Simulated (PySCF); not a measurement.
A structure optimised at PBE0-D3(BJ)/def2-SVP, used in a PySCF frequency run:

```xyz
11

C     -1.9700     0.4972     0.5323
C     -0.8072     0.1055    -0.3529
F     -0.4471     1.1876    -1.1496
Si     0.7280    -0.4207     0.6244
F      1.8630    -0.9687    -0.4024
H     -2.3225    -0.3646     1.1195
H     -2.8088     0.8593    -0.0816
H     -1.6908     1.3021     1.2300
H     -1.1117    -0.7157    -1.0289
H      1.2801     0.7530     1.3540
H      0.3810    -1.5311     1.5571
```

### Question
Write its SMILES and formula.

### Answer
C[C@@H](F)[SiH2]F, C2H6F2Si

### Question
What are its rotational constants (standard atomic weights)?

### Answer
6.7290, 2.4548, 1.9762 GHz
